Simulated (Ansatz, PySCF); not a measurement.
Ge(H)3(OSiH3) (GeH₆OSi), SMILES [GeH3][O][SiH3].

Coordinates come from a B3LYP-D3(BJ)/def2-SVP optimisation. This is a generated structure with no PubChem entry under its InChIKey; it may be hypothetical.

Vertical ionisation energy (IE) and electron affinity (EA) in eV. Rows of orbital energies are one-electron estimates. Where ΔSCF, EOM or ADC give a negative EA the extra electron is unbound and the value depends on the basis.

| level | IE | EA |
|---|---|---|
| −ε(HOMO), −ε(LUMO), CAM-B3LYP/def2-TZVPD (PySCF) | 9.85 | -0.39 |
| −ε(HOMO), −ε(LUMO), PBE/def2-TZVPD (PySCF) | 7.01 | 1.33 |
| ΔSCF, PBE0/def2-SVPD (Ansatz), final states of multiplicity 2 and 2 | … | … |
| ΔSCF, PBE/def2-SVPD (Ansatz), final states of multiplicity 2 and 2 | 10.01 | -0.85 |

Question: Fill in the missing entries. (The exact figures need the calculation; the answer reports its results.)

Answer: 
- ΔSCF, PBE0/def2-SVPD (Ansatz, an electronic-structure program), final states of multiplicity 2 and 2, IE: 10.43
- ΔSCF, PBE0/def2-SVPD (Ansatz), final states of multiplicity 2 and 2, EA: -1.06

Question: What vertical singlet–triplet gap does ΔSCF give with PBE0/def2-SVPD (Ansatz) and with PBE/def2-SVPD (Ansatz)? (An estimate is asked for; the answer gives what the named calculation found.)

Answer: 6.28 and 5.73 eV (triplet above singlet where positive).
